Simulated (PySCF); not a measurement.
C4HCl2F, SMILES C#CC(F)=C(Cl)Cl.

Geometry optimised at ωB97X-D3(BJ)/def2-SVP. The structure was generated by enumeration, and PubChem lists no compound with its InChIKey, so it may never have been made.

These are TDA-M06-2X/def2-SVPD in PySCF values and carry that method's errors.

Vertical excitations. Gas-phase values at a fixed geometry. State labels are in the subgroup Cs.

```csv
state,symmetry,energy (eV),λ (nm),f,main pairs
S1,A",5.14,241,0.000,"HOMO→LUMO+1 64 %, HOMO−1→LUMO 15 %"
S2,A",5.71,217,0.000,"HOMO−1→LUMO 67 %, HOMO→LUMO+1 20 %"
S3,A',5.72,217,0.506,HOMO→LUMO 84 %
S4,A",6.09,203,0.000,HOMO→LUMO+2 76 %
S5,A",6.67,186,0.002,"HOMO→LUMO+4 30 %, HOMO−2→LUMO+1 15 %, HOMO−1→LUMO 9 %, HOMO→LUMO+8 8 %"
S6,A",6.95,178,0.019,"HOMO→LUMO+3 67 %, HOMO→LUMO+5 12 %"
S7,A',7.06,176,0.187,"HOMO−2→LUMO 58 %, HOMO−1→LUMO+1 20 %"
S8,A",7.08,175,0.001,HOMO−3→LUMO 82 %
S9,A",7.58,164,0.000,HOMO−5→LUMO 95 %
S10,A',7.62,163,0.028,"HOMO−4→LUMO 30 %, HOMO−3→LUMO+2 17 %, HOMO−1→LUMO+2 12 %, HOMO−3→LUMO+1 12 %"
T1,A',3.44,361,0,HOMO→LUMO 95 %
T2,A",4.99,248,0,HOMO→LUMO+1 79 %
T3,A',5.45,227,0,"HOMO−2→LUMO 33 %, HOMO−1→LUMO+1 28 %, HOMO−1→LUMO+4 8 %, HOMO→LUMO+13 7 %"
T4,A",5.50,225,0,HOMO−1→LUMO 81 %
```
Triplets are in the Tamm–Dancoff approximation.
